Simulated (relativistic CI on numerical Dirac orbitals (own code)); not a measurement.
Computed by Dirac-Coulomb-Breit CI, separate exchange-only KLI orbitals for each configuration, QED by a radiative potential, unscaled Slater integrals (own radial code, finite nucleus).

CI space (outside the closed core 1s2): 2s²2p, 2s2p², 2p³, 2p²3s, 2p²3p, 2p²3d, 2s²3s, 2s²3p, 2s²3d, 2s2p3s, 2s2p3p, 2s2p3d, 2s²4s, 2s²4p, 2s²4d, 2s²4f, 2s2p4s, 2s2p4p, 2s2p4d, 2s2p4f, 2s²5s, 2s²5p, 2s²5d, 2s²5f, 2s²5g, 2s3s², 2s3s3p, 2s3s3d, 2s3p², 2s3p3d, 2s2p5s, 2s2p5p, 2p3s², 2s2p5d, 2s2p5f, 2s2p5g. Levels of other configurations are missing.

At this charge energies of transitions that change n are usually good to better than 1 %, and those within a shell (Δn = 0) to a few per cent.

Outline of the computed level scheme of Pd XLII. Lowest level of each configuration: 2s²2p ²P°1/2 at 0.00 eV; 2s2p² ⁴P1/2 at 127.99 eV; 2p³ ²P°3/2 at 478.51 eV; 2s²3s ²S1/2 at 3622.90 eV; 2s²3p ²P°1/2 at 3668.76 eV; 2s2p3s ⁴P°1/2 at 3712.32 eV; 2s2p3p ⁴D1/2 at 3751.23 eV; 2s²3d ²D3/2 at 3756.85 eV; 2s2p3d ⁴F°3/2 at 3838.22 eV.

Some strong electric-dipole decays among the lowest 43 levels: 2s2p3d ⁴D°1/2 → 2s2p² ⁴P1/2 (3.4e+14 s⁻¹); 2s²3d ²D3/2 → 2s²2p ²P°1/2 (2.4e+14 s⁻¹); 2s2p3d ⁴D°3/2 → 2s2p² ⁴P1/2 (2.2e+14 s⁻¹); 2s²3d ²D5/2 → 2s²2p ²P°3/2 (2.2e+14 s⁻¹); 2s2p3d ⁴F°7/2 → 2s2p² ⁴P5/2 (1.9e+14 s⁻¹); 2s2p3d ⁴P°5/2 → 2s2p² ⁴P3/2 (1.7e+14 s⁻¹); 2s2p3d ²D°3/2 → 2s2p² ²P1/2 (1.5e+14 s⁻¹); 2s2p3d ²F°5/2 → 2s2p² ²D3/2 (1.4e+14 s⁻¹).

LS names give the leading component of a level, which can be under half, so a name can repeat, a term be missing and a line seem to break the LS rules.
